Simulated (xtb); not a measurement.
Harmonic IR lines of one isomer of C₃H₇N, unscaled. Level of theory: GFN2-xTB in xtb 6.7.1.

```
wavenumber (cm⁻¹)  relative intensity
-----------------  ------------------
238                                64
375                               8.3
395                               3.7
836                                22
860                                31
928                                41
950                               100
1006                               84
1053                              7.7
1071                               11
1096                              3.1
1124                              7.5
1225                               20
1386                               47
1487                               19
1554                               44
3035                               35
3078                               32
3088                               45
3109                               84
3377                               16
3416                               10
```

Q: Name which structure gives these lines.
A) `C/C=C/N`
B) `C=C(C)N`
C) `NC1CC1`
D) `C/C=N/C`

A: C, `NC1CC1`
